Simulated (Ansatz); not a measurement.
Mulliken charges of `N[SiH](Cl)Cl` from PBE/def2-TZVPP in Ansatz (PBE0-D4/def2-TZVP geometry).

```
atom   x (Å)   y (Å)   z (Å)  charge (e)
  N1  -0.052   1.100  -0.066      -0.359
 Si2   0.222  -0.570  -0.035       0.526
 Cl3   0.681  -1.080   1.887      -0.209
 Cl4  -1.383  -1.726  -0.595      -0.217
  H5  -0.591   1.545   0.659       0.161
  H6  -0.138   1.581  -0.948       0.157
  H7   1.323  -0.919  -0.948      -0.058
```

Question: By hand: the dipole of these point charges (1 e Å = 4.8032 D).

Answer: Σ q r = (0.100, 0.456, -0.248) e Å, of length 0.529 e Å = 2.54 D.

Question: How does the dipole of the full density compare? (Estimate.)

Answer: The calculation gave: (-0.036, 0.445, -0.172) e Å, 2.30 D; the point charges give 1.10 times that, at 17° from its direction.

Point charges leave out the atoms' own dipoles, such as those of lone pairs, and Mulliken's split depends on the basis, so the close match here is no proof of good charges.
